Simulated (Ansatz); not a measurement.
Species: CH2BO, net charge 0, doublet state. It need not be the lowest isomer of its formula. SMILES: C(#[O+])[BH2-]
Geometry from a B3LYP-D3(BJ)/def2-TZVP (Ansatz, a quantum-chemistry and plane-wave program) optimisation:
```xyz
5

B     -0.2250    -0.0101    -1.3469
H     -0.3344     1.0404    -1.8868
H     -0.2945    -1.0685    -1.8777
C      0.0170     0.0008     0.1019
O      0.2065     0.0092     1.2360
```
Charge 0, spin multiplicity 2.

Question: Give the harmonic wavenumbers at B3LYP-D3(BJ)/def2-TZVP (Ansatz, finite differences of forces, unscaled).

Answer: 342, 404, 721, 848, 919, 1147, 2124, 2622, 2719 cm⁻¹. Zero-point energy 16.9 kcal/mol.

Question: From these and the geometry, give the ideal-gas thermochemistry at 298.15 K and 1 atm (rigid rotor, harmonic oscillator).

Answer: Point group C2v, rotational symmetry number 2. Rotational constants 225.4, 9.612, 9.219 GHz. S(trans) 37.05, S(rot) 18.94, S(vib) 2.79, S(elec, spin only) 1.38, S 60.2 cal/(mol K). H(298) - H(0) 2.95 kcal/mol; G - E(el) 1.9 kcal/mol.
